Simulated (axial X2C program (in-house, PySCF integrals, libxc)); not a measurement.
## Curves of TmNC⁺ from open-shell CI on f13 s0

Computed with an in-house all-electron X2C program for linear molecules (integrals from PySCF): two-component X2C with atomic mean-field Coulomb and Gaunt terms, basis Tm dyall-v3z, N dyall-v3z, C dyall-v3z (cores contracted in-house). Orbitals come from Hartree–Fock averaged over the configuration Tm f13 s0; CI then distributes these electrons over the f, s shells of Tm.

Scan along the Tm–N bond with NC moving as one mass, its bond held at 1.170 Å; masses Tm 168.934 u, N 14.003 u, C 12.000 u. Energies in cm⁻¹ from the lowest point; levels are followed by energy order within each Ω. Lowest level at 2.185 Å: 100% f13.

| R (Å) | (1)Ω=1/2 | (1)Ω=3/2 | (1)Ω=5/2 | (1)Ω=7/2 | (2)Ω=1/2 | (2)Ω=3/2 | (2)Ω=5/2 |
| --- | --- | --- | --- | --- | --- | --- | --- |
| 2.032 | 1685 | 1898 | 2195 | 2658 | 10318 | 10650 | 11170 |
| 2.109 | 360 | 577 | 898 | 1385 | 8996 | 9339 | 9891 |
| 2.185 | 0 | 215 | 546 | 1040 | 8637 | 8980 | 9544 |
| 2.272 | 443 | 651 | 983 | 1471 | 9079 | 9414 | 9975 |
| 2.360 | 1559 | 1757 | 2082 | 2555 | 10193 | 10515 | 11060 |
| 2.458 | 3340 | 3525 | 3837 | 4286 | 11972 | 12275 | 12795 |
| 2.578 | 6004 | 6171 | 6462 | 6878 | 14632 | 14910 | 15392 |

(1) Fit the curves (1)Ω=1/2, (1)Ω=3/2, (1)Ω=5/2, (1)Ω=7/2, (2)Ω=1/2, (2)Ω=3/2, (2)Ω=5/2 near their minima.

There is no dynamic correlation: spin–orbit spacings and, for f shells, spacings inside one term are the most reliable numbers, splittings between terms come out too wide, and energies between configurations are not reliable, so the lowest level need not be the ground state of the molecule. At most 4 roots were kept for each Ω > 0 (twice that for Ω = 0) within 2.2 eV of the lowest, so higher up levels can be missing between those listed; levels with Ω > 0 are doubly degenerate and listed once, Ω = 0 levels singly. States that fill the shells left empty in the average are placed too high. The molecule was held linear; bending was not examined.

Results:

(1) From the open-shell CI curves, Te from the lowest:

| level | Te (cm⁻¹) | Re (Å) | ωe (cm⁻¹) |
| --- | --- | --- | --- |
| (1)Ω=1/2 | 0 | 2.182 | 428.8 |
| (1)Ω=3/2 | 215 | 2.183 | 427.2 |
| (1)Ω=5/2 | 546 | 2.182 | 424.9 |
| (1)Ω=7/2 | 1040 | 2.182 | 421.5 |
| (2)Ω=1/2 | 8637 | 2.182 | 428.4 |
| (2)Ω=3/2 | 8980 | 2.182 | 426.0 |
| (2)Ω=5/2 | 9544 | 2.182 | 422.1 |

Without dynamic correlation distances can be off by several hundredths of an Å (long for ionic bonds, short for multiple bonds) and the wavenumbers are rough.
